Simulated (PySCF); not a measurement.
Working out the excitation energy of Si

Si [Ne] 3s2 3p2 (3P) → Si [Ne] 3s2 3p1 3d1 (high-spin determinant). All numbers are calculated (PySCF 2.14, no relativity, point nucleus, in aug-cc-pV(D+d)Z (5s4p3d, 32 functions)). Frozen: [Ne]. Energies in hartree (1 hartree = 27.21139 eV):

| part | Si (lower) | Si (upper) |
| --- | --- | --- |
| UHF | -288.851096 | -288.571042 |
| MP2 opposite-spin | -0.038784 | -0.041144 |
| MP2 same-spin | -0.008352 | -0.005569 |

What does Hartree-Fock give?

(-288.571042) − (-288.851096) = 0.280054 hartree = 7.621 eV.

What do MP2 and SCS-MP2 (6/5 opposite-spin, 1/3 same-spin) give?

The opposite-spin parts differ by -0.064 eV and the same-spin parts by 0.076 eV. MP2: 7.621 + (-0.064) + (0.076) = 7.633 eV. SCS-MP2: 7.621 + 1.2 × (-0.064) + (0.076)/3 = 7.570 eV.

One determinant mixes LS terms, so it does not stand for a single term.
